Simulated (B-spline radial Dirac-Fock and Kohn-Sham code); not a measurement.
These are calculated numbers from a radial atomic solver; the model is Dirac-Fock orbitals of the configuration average with a finite nucleus.

Q: This computed X-ray form factor belongs to an atom or ion in its tabulated ground configuration. Which?

| sin θ/λ (Å⁻¹) | f₀ |
| --- | --- |
| 0.05 | 46.929 |
| 0.2 | 45.886 |
| 0.45 | 41.770 |
| 0.5 | 40.681 |
| 0.6 | 38.339 |
| 0.8 | 33.352 |
| 1.1 | 26.387 |
| 1.4 | 21.158 |
| 1.6 | 18.708 |

A: Tl³⁴⁺, with 47 electrons in [Kr] 4d10 4f1. f₀ tends to the number of electrons as s goes to zero, which the first rows give only roughly, and the rate of fall reflects the nuclear charge, 81.
